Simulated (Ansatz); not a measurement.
H4AlGeN, SMILES `[NH2][Ge][AlH2]` (lower singlet) (charge 0, multiplicity 1). This singlet lies 0.80 eV below the relaxed triplet at the level frozen-core CCSD(T)/cc-pVTZ // PBE0-D3(BJ)/def2-TZVP (Ansatz, a quantum-chemistry and plane-wave program).

Method: LC-ωPBE/cc-pVTZ // PBE0-D3(BJ)/def2-TZVP run with Ansatz.

Ansatz 0.2 input:
```yaml
crystal:
  periodic: [false, false, false]
  atoms:
    - { symbol: N, position_ang: [-1.512696, -0.223831, -0.241783] }
    - { symbol: Ge, position_ang: [-0.914791, 1.413633, 0.301834] }
    - { symbol: Al, position_ang: [1.474982, 0.382465, 0.283109] }
    - { symbol: H, position_ang: [-2.492468, -0.401542, -0.407336] }
    - { symbol: H, position_ang: [-0.942641, -1.040595, -0.41235] }
    - { symbol: H, position_ang: [2.889143, 1.03279, 0.645364] }
    - { symbol: H, position_ang: [1.49847, -1.16292, -0.168838] }
basis:
  gaussian: { orbitals: cc-pVTZ }
hamiltonian:
  xc: lc_wpbe
```

Output:

```
Functional definition: LC-wPBE
1045 factors; their error is unknown
333 factors; integrals over basis functions are off by at most 3.0e-5 eV
mean field evaluation 1: about -64655.8622 eV, gradient 5.0e1 eV
mean field evaluation 2: about -64653.4295 eV, gradient 5.9e1 eV
mean field evaluation 4: about -64660.6059 eV, gradient 6.9e-1 eV
mean field evaluation 8: about -64660.5939 eV, gradient 1.7e-1 eV
mean field evaluation 16: about -64660.5940 eV, gradient 1.6e-5 eV
mean field -64660.59401055 eV, -2376.2330013629 hartree, gradient 1.6e-5 eV, S^2 0.000000; 0 other end points of the search recorded, 0 dependent functions left out
reference -64660.59401056 eV, -2376.2330013632 hartree; 28, 28 occupied and 135, 135 virtual orbitals, 1045 factors
Total energy: -64660.59401056 eV, -2376.2330013632 hartree
```
